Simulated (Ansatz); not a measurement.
```yaml
atoms:
  - { symbol: O, position_ang: [1.1301, -0.0455, 0.0065] }
  - { symbol: C, position_ang: [0.3104, 1.1123, 0.0065] }
  - { symbol: C, position_ang: [-0.9610, 0.6995, -0.0474] }
  - { symbol: C, position_ang: [-0.9107, -0.7174, -0.0152] }
  - { symbol: C, position_ang: [0.3998, -1.0699, -0.0038] }
  - { symbol: H, position_ang: [0.8132, 2.0251, -0.0110] }
  - { symbol: H, position_ang: [-1.8303, 1.3554, -0.0429] }
  - { symbol: H, position_ang: [-1.8520, -1.3729, -0.0382] }
  - { symbol: H, position_ang: [0.9015, -2.0588, -0.0157] }
```

Basis set: cc-pVDZ (spherical functions). Correlated methods keep 5 orbitals frozen. Charge 0, multiplicity 1.

Computed with Ansatz (development build ahead of 0.2.0); each method stands on the lowest determinant of its kind that the runs found. Restricted open shells among the atoms or ions are ROHF, correlated in semicanonical orbitals with singles.

(1) Give the atomization energy at this shape (free ground-state atoms in the same class of orbitals less the molecule, no zero-point energy) of singlet C4H4O by RHF-MP2, RHF.

Results:

(1)

| method | atomization energy |
| --- | --- |
| RHF-MP2 | 3911.9 kJ/mol |
| RHF | 2924.2 kJ/mol |

Caution: the shape is not the minimum.
